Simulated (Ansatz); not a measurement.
Reactions of `O[Si](O)(O)S`.

Calculated with Ansatz (gas phase, PBE0-D4/def2-TZVP geometries, no zero-point term in ΔE). CCSD(T)/CBS is the MP2 limit (def2-TZVPP, def2-QZVPP) plus CCSD(T) − MP2 in def2-TZVPP, frozen cores. This one scheme is used for every species. Functionals use def2-TZVPP. B3LYP here is the variant with VWN-RPA as its local correlation; programs differ in this. No spin–orbit coupling; open shells (•) take unrestricted orbitals. def2 core potentials past Kr. For Te outer-core shells are correlated without core-valence functions, which leaves a few kJ/mol of doubt a bond. Each species was taken in one conformer, which may not be the lowest.

| reaction | B3LYP-D4 (kJ/mol) | r2SCAN-D4 (kJ/mol) |
| --- | --- | --- |
| `O[Si](O)(O)S` + `CO[SiH](C)O` → `CO[SiH](C)O[Si](O)(O)O` + H₂S | -80 | -72 |
| `O[Si](O)(O)S` + `[OH][AlH2]` → `O[Si](O)(O)[O][AlH2]` + H₂S | -78 | -72 |
| `O[Si](O)(O)S` + H₂Te → `O[Si](O)(O)[TeH]` + H₂S | 10 | 12 |
| `O[Si](O)(O)S` + H–F → `O[Si](O)(O)F` + H₂S | -96 | -95 |
| `O[Si](O)(O)S` + `[SiH3]`• → `O[Si](O)(O)[S]`• + SiH₄ | -11 | 1 |
| `O[Si](O)(O)S` + `[CH3]`• → `O[Si](O)(O)[S]`• + CH₄ | -77 | -66 |

Task: Give the CCSD(T)/CBS values in the same order. (Estimate.)

Result: Computed: -78, -78, 7, -93, -6, -71 kJ/mol.

Largest T1 diagnostic: 0.015, for `[SiH3]`•.
